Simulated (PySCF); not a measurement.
AlF2H4NO2Si. Atoms are numbered in the order given.

```xyz
11

Si    -0.2190    -1.4950     0.0000
F      0.1856    -2.4112     1.2751
F      0.1856    -2.4112    -1.2751
N      0.6515    -0.0269     0.0000
Al     0.0258     1.6529     0.0000
O      1.0318     3.0167     0.0000
O     -1.6595     1.8215     0.0000
H     -1.6700    -1.2631     0.0000
H      1.6652    -0.1424     0.0000
H      1.9893     3.0754     0.0000
H     -2.1336     2.6569     0.0000
```

Geometry optimised at B3LYP-D3(BJ)/def2-SVP. The structure was generated by enumeration; whether it is a known compound was not checked. Other conformers were not sampled.

Level of theory: PBE/def2-TZVP (PySCF).

Atomic charges (e):

```tsv
atom	meta-Löwdin	Löwdin
Si1	1.31	…
F2	-0.48	0.01
F3	-0.48	0.01
N4	-0.82	-0.15
Al5	1.15	-0.18
O6	-0.76	…
O7	-0.76	…
H8	-0.11	-0.03
H9	0.25	…
H10	0.35	…
H11	0.35	…
```

**Question.** Complete the blanks. (The exact figures need the calculation; the answer reports its results.)

**Answer.** 
- Si1, Löwdin: -0.05
- O6, Löwdin: -0.10
- O7, Löwdin: -0.09
- H9, Löwdin: 0.20
- H10, Löwdin: 0.18
- H11, Löwdin: 0.19
